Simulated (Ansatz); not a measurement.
Coupled-cluster diagnostics for the cluster Ge₂Te, Ansatz.

Geometry of the singlet (PBE0-D4/def2-TZVP):

```xyz
3

Ge    1.243    0.653    1.870
Ge    0.009    0.004    0.000
Te   -1.252   -0.658   -1.870
```

In the def2 sets Te takes a core potential; there is no spin–orbit coupling. Correlated methods freeze 22 core orbitals; core or outer-core shells of Ge, Te are correlated, in sets that lack core-valence functions. The geometry of the singlet was relaxed on an unsound state (restricted singlet whose occupied levels cross empty ones at other levels, untested at these). Another isomer (singlet) lies 1.88 eV lower at PBE0-D4/def2-TZVP; other spin states weren't run for this one.

(1) Estimate the CCSD(T) correlation energy, the shares of MP2 and (T), T1 and the reference's ⟨S²⟩ for: charge 0, singlet, own geometry in def2-TZVPP; and the rough time on 4 threads of Intel Xeon Platinum 8488C on a shared host.

Results:

(1) 
| state | basis | correlation (eV) | MP2 share (%) | (T) share (%) | T1 | ⟨S²⟩ (pure) | wall time | remarks |
| --- | --- | --- | --- | --- | --- | --- | --- | --- |
| charge 0, singlet, own geometry | def2-TZVPP | -25.084 | 98.7 | 4.3 | 0.022 | 0.00 (0.00) | 11 s | large T1 (0.022), restricted SCF unstable |
Customary marks for T1 are 0.02 (closed shells), 0.045 (open shells) and about 0.05 (3d metals). T1 exceeds 0.02 in 1 of 1 rows and 0.045 in 0; the higher it lies, the less the single-reference result can be trusted.
